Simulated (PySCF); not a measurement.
## [Bi7]2+ at several levels of theory

Computed with PySCF 2.14.0 (density fitting, no spin-orbit coupling) at the geometry relaxed with TPSS:

```xyz
7
[Bi7]2+ (quartet)
Bi    2.6297    0.0000    0.0000
Bi    0.8126    2.5010    0.0000
Bi   -2.1275    1.5457    0.0000
Bi   -2.1275   -1.5457    0.0000
Bi    0.8127   -2.5010    0.0000
Bi    0.0000    0.0000    2.0183
Bi    0.0000    0.0000   -2.0183
```

| level | basis | state | HOMO (eV) | gap (eV) | charge on Bi1 (e) | dipole about the centre of mass (D) | largest force component (eV/Å) |
| --- | --- | --- | --- | --- | --- | --- | --- |
| TPSS | Bi def2-SVP with ECP60 | quartet | -10.86 | 0.08 | 0.32 | 0.00 | 0.61 |
| TPSSh | the same | quartet | -11.10 | 0.53 | 0.32 | 0.00 | 0.60 |
| r2SCAN | the same | quartet | -11.03 | 0.25 | 0.32 | 0.01 | 0.64 |

HOMO and gap are taken over both spins. Charges are Mulliken's, which hang on the basis. The relaxation used the grid (50, 194), these runs (75, 302) or, all-electron (x2c bases, spin-free X2C Hamiltonian), (99, 590).

Question: What does revPBE with Bi def2-SVP with ECP60 give here?

Answer: state quartet, HOMO (eV) -10.78, gap (eV) 0.06, charge on Bi1 (e) 0.31, dipole about the centre of mass (D) 0.01, largest force component (eV/Å) 0.68. Time: 23 s on 4 threads of Arm Neoverse V1, on a shared host, from an already converged density.

No frequency check is given that shows the relaxed geometry to be a minimum. Open shells may have lower solutions than the one found.

A gap near or under zero over both spins lies within a partly filled shell and is no excitation energy.
